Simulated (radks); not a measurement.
Problem. The mean radii <r> (bohr) of the occupied orbitals of an atom or ion are listed with their occupations. All-electron calculation, Dirac Kohn-Sham, BLYP, spin-unpolarised, spherical densities, finite nucleus; Fermi nuclear charge, rms radius of each element as measured or else 0.836 A^(1/3) + 0.57 fm. Program: a radial shooting solver on a logarithmic mesh with Libxc functionals.

| orbital | occ. | <r> |
|---|---|---|
| 1s1/2 | 2 | 0.01606 |
| 2s1/2 | 2 | 0.06692 |
| 2p1/2 | 2 | 0.05487 |
| 2p3/2 | 4 | 0.06379 |
| 3s1/2 | 2 | 0.1740 |
| 3p1/2 | 2 | 0.1644 |
| 3p3/2 | 4 | 0.1807 |
| 3d3/2 | 4 | 0.1570 |
| 3d5/2 | 6 | 0.1619 |
| 4s1/2 | 2 | 0.3841 |
| 4p1/2 | 2 | 0.3852 |
| 4p3/2 | 4 | 0.4198 |
| 4d3/2 | 4 | 0.4244 |
| 4d5/2 | 6 | 0.4355 |
| 5s1/2 | 2 | 0.8494 |
| 4f5/2 | 6 | 0.4499 |
| 4f7/2 | 8 | 0.4562 |
| 5p1/2 | 2 | 0.9044 |
| 5p3/2 | 3 | 0.9913 |
| 5d3/2 | 4 | 1.207 |
| 5d5/2 | 6 | 1.243 |
| 5f5/2 | 1 | 2.678 |

Name the element and its charge. Open shells, if any, fill j = l - 1/2 first.

Solution. Z = 82, lead, charge +4: Pb4+ in [Kr] 4d10 4f14 5s2 5p5 5d10 5f1. The 1s radius gives Z: for a bare nucleus <r> = (2 gamma + 1)/(2Z) with gamma = sqrt(1 - (Z/c)^2), 0.01587 bohr for Z = 82, and screening makes it slightly larger (0.01606 here). The occupations add up to 78, and the charge is Z minus that.
